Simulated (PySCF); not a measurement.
A structure optimised at B3LYP-D3(BJ)/def2-SVP, used in a PySCF frequency run:

```
Si
O 1 1.6414
H 2 0.9648 1 117.55
O 1 1.6414 2 109.79 3 173.78
H 4 0.9648 1 117.55 2 -65.43
O 1 1.6414 2 109.79 3 -65.43
H 6 0.9648 1 117.55 2 173.78
I 1 2.4874 2 109.15 3 54.17
```

Question: Write its SMILES, formula and point group.

Answer: O[Si](O)(O)I, H₃IO₃Si, C3

Question: What are its rotational constants (standard atomic weights)?

Answer: 3.8679, 1.1019, 1.1019 GHz
